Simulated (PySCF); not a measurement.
# Ionisation energy of Ru¹²⁺ by level of theory

Ru¹²⁺ [Ar] 3d10 4s2 4p2 [4p1/2^2, M_J = 0] → Ru¹³⁺ [Ar] 3d10 4s2 4p1 [4p1/2^1, M_J = 1/2], as a difference of total energies. All numbers are calculated (PySCF 2.14, the two-component X2C-1e Hamiltonian, in an uncontracted even-tempered set (18 s from 0.5 bohr⁻², ratio 2.8; 14 p from 0.65 bohr⁻², ratio 2.8; 9 d from 1.1 bohr⁻², ratio 2.8; 4 f from 4.1 bohr⁻², ratio 3)). Correlated levels: [Ne] frozen; the 80 highest virtual spinors dropped. "Screened" scales the spin-orbit matrix elements by Boettger's factors to mimic the two-electron term; Breit and QED terms are absent.

```tsv
method	ionisation energy (eV)
GHF (screened spin-orbit)	270.10
GMP2 (screened spin-orbit)	271.43
```

Problem. How much does correlation contribute at GMP2 (screened spin-orbit)?

Solution. 271.43 − (270.10) = 1.33 eV, measured against GHF (screened spin-orbit).

The labels give the starting determinants; with spin-orbit coupling the two ends relaxed to ⟨J²⟩ = 0.25, ⟨L²⟩ = 1.50, ⟨S²⟩ = 1.50 and ⟨J²⟩ = 0.76, ⟨L²⟩ = 2.02, ⟨S²⟩ = 0.76.

For comparison: 271 ± 3 eV (theoretical estimate listed by NIST; NIST Atomic Spectra Database, ionization energies).
